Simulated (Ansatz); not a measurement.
Ansatz (a program for electronic structure) input (B3LYP/LANL2DZ): The .json file is the Basis Set Exchange's LANL2DZ.

Ansatz 0.2 input:
```yaml
crystal:
  periodic: [false, false, false]
  atoms:
    - {symbol: C, position_ang: [1.19116500, 0.02436500, 0.00315700]}
    - {symbol: C, position_ang: [-0.01664900, -0.30007500, 0.51891400]}
    - {symbol: O, position_ang: [-1.07559000, 0.18044300, -0.35335900]}
    - {symbol: H, position_ang: [1.32540900, 0.57277600, -0.94124700]}
    - {symbol: H, position_ang: [2.09861000, -0.26004900, 0.53013000]}
    - {symbol: H, position_ang: [-1.86639600, -0.10200400, 0.10556400]}
basis:
  gaussian:
    orbitals: LANL2DZ.json
hamiltonian:
  xc: {name: B3LYP}
total_charge: -1
relax: {f_tol: 0.003, max_steps: 120}
```

Output:

```
Functional definition: B3LYP
integrals: 0.01 GiB planned
506 factors; integrals over basis functions are off by at most 2.5e-4 eV
mean field: 0.09 GiB planned
mean field evaluation 1: about -4164.1815 eV, gradient 3.0e1 eV
mean field evaluation 2: about -4162.1824 eV, gradient 4.0e1 eV
mean field evaluation 4: about -4166.7962 eV, gradient 1.9e0 eV
mean field evaluation 8: about -4166.7924 eV, gradient 1.3e-1 eV
mean field -4166.79242175 eV, -153.1267971460 hartree, gradient 4.0e-5 eV, S^2 0.000000; 0 other end points of the search recorded, 0 dependent functions left out
the calculation of the forces begins
reference -4166.79259716 eV, -153.1268035921 hartree; 12, 12 occupied and 21, 21 virtual orbitals, 506 factors
relax step   1: F+E_penalty+E_count = -4166.79242175 eV  Δ(F+E_penalty+E_count) = +0.000e0 eV  max|allowed force component| = 1.495e0 eV/Å  Δτ_max = 0.0000 Å  (24 SCF iters, accepted)
these checks for a lower state are left out or cut short: starts, cluster_reference, orbital_swaps, neighbouring_geometries, increment
integrals: 0.01 GiB planned
506 factors; integrals over basis functions are off by at most 2.5e-4 eV
mean field: 0.09 GiB planned
mean field evaluation 16: about -4166.8603 eV, gradient 1.6e0 eV
mean field -4166.85882587 eV, -153.1292374525 hartree, gradient 2.4e-5 eV, S^2 0.000000; 0 other end points of the search recorded, 0 dependent functions left out
the calculation of the forces begins
reference -4166.85900153 eV, -153.1292439078 hartree; 12, 12 occupied and 21, 21 virtual orbitals, 506 factors
relax step   2: F+E_penalty+E_count = -4166.85882587 eV  Δ(F+E_penalty+E_count) = -6.640e-2 eV  max|allowed force component| = 8.101e-1 eV/Å  Δτ_max = 0.0409 Å  (27 SCF iters, accepted)
these checks for a lower state are left out or cut short: starts, cluster_reference, orbital_swaps, neighbouring_geometries, increment
integrals: 0.01 GiB planned
506 factors; integrals over basis functions are off by at most 2.6e-4 eV
mean field: 0.09 GiB planned
mean field -4166.87979903 eV, -153.1300082018 hartree, gradient 2.2e-5 eV, S^2 0.000000; 0 other end points of the search recorded, 0 dependent functions left out
the calculation of the forces begins
reference -4166.87997436 eV, -153.1300146450 hartree; 12, 12 occupied and 21, 21 virtual orbitals, 506 factors
relax step   3: F+E_penalty+E_count = -4166.87979903 eV  Δ(F+E_penalty+E_count) = -2.097e-2 eV  max|allowed force component| = 2.590e-1 eV/Å  Δτ_max = 0.0278 Å  (26 SCF iters, accepted)
these checks for a lower state are left out or cut short: starts, cluster_reference, orbital_swaps, neighbouring_geometries, increment
integrals: 0.01 GiB planned
506 factors; integrals over basis functions are off by at most 2.6e-4 eV
mean field: 0.09 GiB planned
mean field evaluation 32: about -4166.8921 eV, gradient 6.8e-1 eV
mean field -4166.88204505 eV, -153.1300907416 hartree, gradient 2.3e-5 eV, S^2 0.000000; 0 other end points of the search recorded, 0 dependent functions left out
the calculation of the forces begins
reference -4166.88222009 eV, -153.1300971741 hartree; 12, 12 occupied and 21, 21 virtual orbitals, 506 factors
relax step   4: F+E_penalty+E_count = -4166.88204505 eV  Δ(F+E_penalty+E_count) = -2.246e-3 eV  max|allowed force component| = 5.226e-2 eV/Å  Δτ_max = 0.0083 Å  (26 SCF iters, accepted)
these checks for a lower state are left out or cut short: starts, cluster_reference, orbital_swaps, neighbouring_geometries, increment
integrals: 0.01 GiB planned
506 factors; integrals over basis functions are off by at most 2.6e-4 eV
mean field: 0.09 GiB planned
mean field -4166.88208374 eV, -153.1300921634 hartree, gradient 1.5e-5 eV, S^2 0.000000; 0 other end points of the search recorded, 0 dependent functions left out
the calculation of the forces begins
reference -4166.88225864 eV, -153.1300985907 hartree; 12, 12 occupied and 21, 21 virtual orbitals, 506 factors
relax step   5: F+E_penalty+E_count = -4166.88208374 eV  Δ(F+E_penalty+E_count) = -3.869e-5 eV  max|allowed force component| = 6.440e-2 eV/Å  Δτ_max = 0.0082 Å  (22 SCF iters, accepted)
these checks for a lower state are left out or cut short: starts, cluster_reference, orbital_swaps, neighbouring_geometries, increment
integrals: 0.01 GiB planned
506 factors; integrals over basis functions are off by at most 2.6e-4 eV
mean field: 0.09 GiB planned
mean field -4166.88223738 eV, -153.1300978094 hartree, gradient 9.6e-6 eV, S^2 0.000000; 0 other end points of the search recorded, 0 dependent functions left out
the calculation of the forces begins
reference -4166.88241229 eV, -153.1301042374 hartree; 12, 12 occupied and 21, 21 virtual orbitals, 506 factors
relax step   6: F+E_penalty+E_count = -4166.88223738 eV  Δ(F+E_penalty+E_count) = -1.536e-4 eV  max|allowed force component| = 2.509e-3 eV/Å  Δτ_max = 0.0037 Å  (23 SCF iters, accepted)
integrals: 0.01 GiB planned
506 factors; integrals over basis functions are off by at most 2.6e-4 eV
mean field: 0.09 GiB planned
mean field evaluation 64: about -4166.8822 eV, gradient 1.8e-2 eV
mean field -4166.88223738 eV, -153.1300978094 hartree, gradient 9.6e-6 eV, S^2 0.000000; 1 other end points of the search recorded, 0 dependent functions left out
the calculation of the forces begins
reference -4166.88241229 eV, -153.1301042374 hartree; 12, 12 occupied and 21, 21 virtual orbitals, 506 factors
Total energy: -4166.88241229 eV, -153.1301042374 hartree
Atom 0 at     1.214762     0.027820    -0.001928 Å, force     0.002509     0.000633    -0.001000 eV/Å
Atom 1 at    -0.003305    -0.320000     0.553920 Å, force     0.000617     0.000776    -0.001320 eV/Å
Atom 2 at    -1.112367     0.187828    -0.367545 Å, force    -0.000900    -0.000366     0.000600 eV/Å
Atom 3 at     1.349450     0.576954    -0.947566 Å, force    -0.001395    -0.000825     0.001375 eV/Å
Atom 4 at     2.128976    -0.257875     0.527522 Å, force    -0.001316    -0.000318     0.000501 eV/Å
Atom 5 at    -1.920967    -0.099271     0.098756 Å, force     0.000484     0.000101    -0.000156 eV/Å
Dipole moment:    -0.230735     0.134952    -0.242438 e Å
```

The dipole moment of an ion depends on the origin.

The geometry given is a B3LYP-D3(BJ)/def2-TZVP minimum.
